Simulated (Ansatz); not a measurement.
Two isomers of Cl2H4O2Si2: A = `O[SiH](O)[SiH](Cl)Cl`, B = `O[Si@@H](Cl)[Si@@H](O)Cl`.

Gas-phase electronic energies from Ansatz, PBE0-D4/def2-TZVP geometries. CCSD(T)/CBS is the MP2 limit (def2-TZVPP, def2-QZVPP) plus CCSD(T) − MP2 in def2-TZVPP, frozen cores. DFT in def2-TZVPP. B3LYP here is the variant with VWN-RPA as its local correlation; programs differ in this. One conformer a species, not always the lowest.

(1) Which isomer does CCSD(T)/CBS put lower? Give the gap. (Estimate.)

(2) Give E(B) − E(A) in kcal/mol with B3LYP-D4, HF/def2-TZVPP, r2SCAN-D4, B3LYP, CCSD/def2-TZVPP, MP2/def2-TZVPP, B2PLYP. (Best estimate.)

Largest T1 diagnostic: 0.011.

Results:

(1) Ansatz gave: A, by 0.1 kcal/mol. So small a gap doesn't settle the order.

(2) The calculation gave: B3LYP-D4 0.0, HF/def2-TZVPP -0.4, r2SCAN-D4 -0.2, B3LYP -0.2, CCSD/def2-TZVPP -0.1, MP2/def2-TZVPP 0.1, B2PLYP -0.1. The order is the other way round with HF/def2-TZVPP, r2SCAN-D4, B3LYP, B2PLYP.
